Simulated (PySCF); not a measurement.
Gas-phase reaction: 4 SiH₃I → SiI₄ + 3 SiH₂ + 3 H₂

Method: PySCF energies plus ideal-gas RRHO corrections (1 bar). † marks an energy on the PBE0/def2-TZVP geometry and frequencies; other levels use their own. MP2 freezes the core. All species are closed-shell singlets. B3LYP is the form with VWN-RPA correlation. I: scalar-relativistic def2 core potential, no spin-orbit coupling. MP2 isn't extrapolated to the basis-set limit; its ΔH°(298 K) is 748.8 kJ in def2-SVP and 733.0 kJ in def2-TZVPP. The harmonic model lacks anharmonicity and excited electronic states, which grow with temperature; levels with a mode under 35 cm⁻¹ are left out. Soft modes under 120 cm⁻¹ make the harmonic entropy rough for SiI₄.

```csv
level,"ΔE electronic, kJ","ΔH°(298 K), kJ","ΔS°(298 K), J/K","ΔG°(1400 K), kJ"
B3LYP/def2-TZVP†,772,721,345,208
MP2/def2-TZVPP†,785,733,345,221
PBE0/def2-QZVP†,816,765,345,253
PBE0/def2-TZVP,814,763,345,251
ωB97M-V/def2-TZVP†,763,712,345,200
```
ΔH° is lowest at ωB97M-V/def2-TZVP† and highest at PBE0/def2-QZVP†. No reference value is set beside these.
